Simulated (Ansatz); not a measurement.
Molecular dynamics of BFH4N2

Input file:

```yaml
crystal:
  periodic: [false, false, false]
  atoms:
    - { symbol: B, position_ang: [0.101842, 0.111801, 0.067853] }
    - { symbol: "N", position_ang: [0.031277, -0.144347, 1.453226] }
    - { symbol: H, position_ang: [-0.844183, -0.074678, 1.952552] }
    - { symbol: H, position_ang: [0.819312, -0.40634, 2.026668] }
    - { symbol: "N", position_ang: [1.27941, 0.036693, -0.705207] }
    - { symbol: H, position_ang: [2.187566, -0.209559, -0.340367] }
    - { symbol: H, position_ang: [1.266153, 0.232978, -1.696148] }
    - { symbol: F, position_ang: [-1.039578, 0.453451, -0.563575] }
basis:
  gaussian: { orbitals: def2-SVP }
hamiltonian:
  xc: cam_b3lyp
  dispersion: d4
md:
  timestep: 0.25
  n_steps: 100
  ensemble: nve
  temperature: 100.0
  initial_velocities: maxwell_boltzmann
  seed: 584050
  masses: [{ species: H, mass: 2.014 }]
```

Run as:

```bash
$ ansatz run input.yaml --threads 1 --pin off --max-ram 2048MiB --backend cpu --events-out ev --progress --plain --runs-dir out
```

It starts from a relaxed structure.

Output, in part (one step line in 4, the closing report, with atoms numbered from 0):

```
md step     0: t =     0.00 fs  T =   100.0 K  F+E_penalty+E_count = -6435.27759556 eV  E_kin = 0.077556 eV  conserved = -6435.20003956 eV  (24 SCF iters)
md step     4: t =     1.00 fs  T =    96.0 K  F+E_penalty+E_count = -6435.27445058 eV  E_kin = 0.074422 eV  conserved = -6435.20002819 eV  (23 SCF iters)
md step     8: t =     2.00 fs  T =    86.9 K  F+E_penalty+E_count = -6435.26743020 eV  E_kin = 0.067424 eV  conserved = -6435.20000642 eV  (23 SCF iters)
md step    12: t =     3.00 fs  T =    79.5 K  F+E_penalty+E_count = -6435.26161836 eV  E_kin = 0.061624 eV  conserved = -6435.19999439 eV  (22 SCF iters)
md step    16: t =     4.00 fs  T =    77.2 K  F+E_penalty+E_count = -6435.25987206 eV  E_kin = 0.059870 eV  conserved = -6435.20000177 eV  (23 SCF iters)
md step    20: t =     5.00 fs  T =    78.0 K  F+E_penalty+E_count = -6435.26053762 eV  E_kin = 0.060518 eV  conserved = -6435.20001913 eV  (23 SCF iters)
md step    24: t =     6.00 fs  T =    76.8 K  F+E_penalty+E_count = -6435.25961117 eV  E_kin = 0.059583 eV  conserved = -6435.20002844 eV  (22 SCF iters)
md step    28: t =     7.00 fs  T =    70.8 K  F+E_penalty+E_count = -6435.25495742 eV  E_kin = 0.054937 eV  conserved = -6435.20002045 eV  (23 SCF iters)
md step    32: t =     8.00 fs  T =    62.5 K  F+E_penalty+E_count = -6435.24848966 eV  E_kin = 0.048487 eV  conserved = -6435.20000302 eV  (23 SCF iters)
md step    36: t =     9.00 fs  T =    57.1 K  F+E_penalty+E_count = -6435.24430203 eV  E_kin = 0.044308 eV  conserved = -6435.19999412 eV  (20 SCF iters)
md step    40: t =    10.00 fs  T =    57.3 K  F+E_penalty+E_count = -6435.24446525 eV  E_kin = 0.044461 eV  conserved = -6435.20000428 eV  (20 SCF iters)
md step    44: t =    11.00 fs  T =    60.1 K  F+E_penalty+E_count = -6435.24660961 eV  E_kin = 0.046585 eV  conserved = -6435.20002467 eV  (24 SCF iters)
md step    48: t =    12.00 fs  T =    59.2 K  F+E_penalty+E_count = -6435.24596754 eV  E_kin = 0.045932 eV  conserved = -6435.20003545 eV  (23 SCF iters)
md step    52: t =    13.00 fs  T =    51.6 K  F+E_penalty+E_count = -6435.24001174 eV  E_kin = 0.039986 eV  conserved = -6435.20002561 eV  (22 SCF iters)
md step    56: t =    14.00 fs  T =    40.0 K  F+E_penalty+E_count = -6435.23103267 eV  E_kin = 0.031028 eV  conserved = -6435.20000443 eV  (20 SCF iters)
md step    60: t =    15.00 fs  T =    31.1 K  F+E_penalty+E_count = -6435.22407709 eV  E_kin = 0.024086 eV  conserved = -6435.19999118 eV  (20 SCF iters)
md step    64: t =    16.00 fs  T =    28.8 K  F+E_penalty+E_count = -6435.22231184 eV  E_kin = 0.022315 eV  conserved = -6435.19999730 eV  (20 SCF iters)
md step    68: t =    17.00 fs  T =    31.4 K  F+E_penalty+E_count = -6435.22435660 eV  E_kin = 0.024341 eV  conserved = -6435.20001530 eV  (25 SCF iters)
md step    72: t =    18.00 fs  T =    33.5 K  F+E_penalty+E_count = -6435.22601360 eV  E_kin = 0.025986 eV  conserved = -6435.20002747 eV  (19 SCF iters)
md step    76: t =    19.00 fs  T =    31.5 K  F+E_penalty+E_count = -6435.22442715 eV  E_kin = 0.024404 eV  conserved = -6435.20002305 eV  (20 SCF iters)
md step    80: t =    20.00 fs  T =    26.6 K  F+E_penalty+E_count = -6435.22063461 eV  E_kin = 0.020627 eV  conserved = -6435.20000756 eV  (20 SCF iters)
md step    84: t =    21.00 fs  T =    23.5 K  F+E_penalty+E_count = -6435.21823844 eV  E_kin = 0.018241 eV  conserved = -6435.19999756 eV  (19 SCF iters)
md step    88: t =    22.00 fs  T =    25.2 K  F+E_penalty+E_count = -6435.21952200 eV  E_kin = 0.019517 eV  conserved = -6435.20000463 eV  (20 SCF iters)
md step    92: t =    23.00 fs  T =    29.4 K  F+E_penalty+E_count = -6435.22284414 eV  E_kin = 0.022822 eV  conserved = -6435.20002232 eV  (19 SCF iters)
md step    96: t =    24.00 fs  T =    31.0 K  F+E_penalty+E_count = -6435.22411043 eV  E_kin = 0.024078 eV  conserved = -6435.20003267 eV  (20 SCF iters)
md step   100: t =    25.00 fs  T =    27.0 K  F+E_penalty+E_count = -6435.22095751 eV  E_kin = 0.020933 eV  conserved = -6435.20002453 eV  (25 SCF iters)
Total energy: -6435.22106106 eV, -236.4900120445 hartree
Atom 0 at     0.088316     0.113263     0.051015 Å, force    -0.048038    -0.127975     0.546698 eV/Å
Atom 1 at     0.037658    -0.189054     1.437643 Å, force    -0.388884     0.348318    -0.355195 eV/Å
Atom 2 at    -0.800370     0.006536     1.974849 Å, force     0.195464    -0.022924    -0.007112 eV/Å
Atom 3 at     0.870179    -0.344955     1.980265 Å, force     0.074833    -0.119419     0.190022 eV/Å
Atom 4 at     1.281947     0.022301    -0.686885 Å, force     0.030065     0.118844    -0.619372 eV/Å
Atom 5 at     2.193770     0.019048    -0.266299 Å, force     0.220916    -0.174189     0.171144 eV/Å
Atom 6 at     1.314262     0.051679    -1.699832 Å, force    -0.121604     0.147568     0.155974 eV/Å
Atom 7 at    -1.054251     0.476060    -0.560920 Å, force     0.037248    -0.170224    -0.082159 eV/Å
Dipole moment:     0.448181    -0.030228     0.223048 e Å
```

The run went to its last step. The conserved energy stayed within 0.0062 meV per atom of its start (net change 0.0019 meV per atom), so the integration is sound. A run of 0.025 ps of so small a system gives no equilibrium averages.

The same pairs are bonded in the first frame and the last. Pairs count as bonded within 1.25 times the sum of covalent radii (0.12 Å more for H–H).

Last frame:

```xyz
8
Properties=species:S:1:pos:R:3
B 0.088 0.113 0.051
N 0.038 -0.189 1.438
H -0.800 0.006 1.975
H 0.870 -0.345 1.980
N 1.282 0.022 -0.687
H 2.194 0.019 -0.266
H 1.314 0.052 -1.700
F -1.054 0.476 -0.561
```

Run time: 2.1 min on 1 thread of Intel(R) Xeon(R) 6975P-C (Granite Rapids), with other jobs on the host, peak memory 0.16 GiB.
